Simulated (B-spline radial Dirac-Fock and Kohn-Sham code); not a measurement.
**The Br-like isoelectronic sequence (35 electrons), Z = 51 to 62**

These are calculated numbers from a radial B-spline solver; the model is ΔSCF Dirac-Fock with Breit, self-energy and vacuum polarisation, finite nucleus, configuration average. Binding energies in eV, tabulated ground configurations ([Ar] 3d10 4s2 4p5 throughout). Electron correlation is not included.

| ion | 1s | 2s | 3d5/2 | outermost level | NIST ionisation energy |
| --- | --- | --- | --- | --- | --- |
| Sb¹⁶⁺ | 30915.2 | 5128.4 | 932.9 | 452.5 (4p) | 447 ± 3 |
| Te¹⁷⁺ | 32276.1 | 5406.7 | 1013.1 | 495.8 (4p) | 491 ± 3 |
| I¹⁸⁺ | 33670.5 | 5693.7 | 1096.2 | 540.9 (4p) | 535 ± 3 |
| Xe¹⁹⁺ | ? | ? | ? | ? | ? |
| Cs²⁰⁺ | 36560.8 | 6294.0 | 1271.6 | 636.7 (4p) | 629 ± 4 |
| Ba²¹⁺ | 38057.2 | 6607.3 | 1363.9 | 687.2 (4p) | 679 ± 4 |
| La²²⁺ | 39588.4 | 6929.7 | 1459.2 | 739.7 (4p) | 731 ± 4 |
| Ce²³⁺ | 41154.7 | 7261.2 | 1557.5 | 793.9 (4p) | 785 ± 4 |
| Pr²⁴⁺ | 42756.3 | 7601.9 | 1658.8 | 850.0 (4p) | 840 ± 4 |
| Nd²⁵⁺ | 44393.8 | 7951.8 | 1763.2 | 907.9 (4p) | 896 ± 4 |
| Pm²⁶⁺ | 46067.4 | 8311.2 | 1870.5 | 967.7 (4p) | 956 ± 4 |
| Sm²⁷⁺ | 47777.3 | 8680.1 | 1980.9 | 1029.3 (4p) | 1016 ± 4 |

**Question.** Fill in the row of Xe¹⁹⁺.

**Answer.** 1s 35098.6, 2s 5989.4, 3d5/2 1182.4, outermost 587.9 (4p), NIST 582 ± 4 eV.

NIST's values are for the lowest levels; a dash marks a value that is missing or belongs to another shell. Their kind here: theoretical. Where a p, d or f shell is open in either ion the computed value averages over both j values and all terms, while the table refers to the lowest levels; that difference holds spin-orbit splitting (largest in heavy or highly charged ions), term energies where several electrons share open shells, and correlation, and it can reach 10 % or more.
